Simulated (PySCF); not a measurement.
Si(Cl)(OH)2(NH2) (ClH₄NO₂Si), SMILES N[Si](O)(O)Cl. Atoms are numbered in the order given.

```xyz
9

N      1.7907    -0.3043    -0.1573
Si     0.1232    -0.0229    -0.3382
O     -0.2374     1.3786    -1.1319
O     -0.6258    -1.2068    -1.2004
Cl    -0.6168     0.0676     1.5935
H      2.1316    -0.7294     0.6962
H      2.3545    -0.5584    -0.9605
H      0.1231     2.1847    -0.7510
H     -1.4781    -0.9697    -1.5792
```
Charge 0, spin multiplicity 1.

Geometry optimised at PBE0-D3(BJ)/def2-SVP. This is a generated structure with no PubChem entry under its InChIKey; it may be hypothetical. One conformer was computed; it need not be the lowest.

All values below come from PBE/pcSseg-1 (PySCF).

GIAO shieldings, no solvent; atoms listed in one row are averaged. δ = σ(ref) − σ: ¹⁵N against NH3 (σ = 267.0 ppm); ²⁹Si against TMS (σ = 335.4 ppm); ¹⁷O against H2O (σ = 334.3 ppm); ³⁵Cl against HCl (σ = 936.5 ppm); ¹H against TMS (σ = 31.49 ppm), references at their B3LYP-D3(BJ)/def2-TZVP geometries, non-relativistic (without spin–orbit terms, shifts of atoms bonded to Cl or Br come out too high).

Computed chemical shifts:
```tsv
nucleus	atoms	count	δ (ppm)
¹⁵N	N1	1	37.6
²⁹Si	Si2	1	-36.5
¹⁷O	O3	1	83.1
¹⁷O	O4	1	74.2
³⁵Cl	Cl5	1	61.3
¹H	H9	1	2.35
¹H	H8	1	2.03
¹H	H6	1	1.19
¹H	H7	1	0.99
```
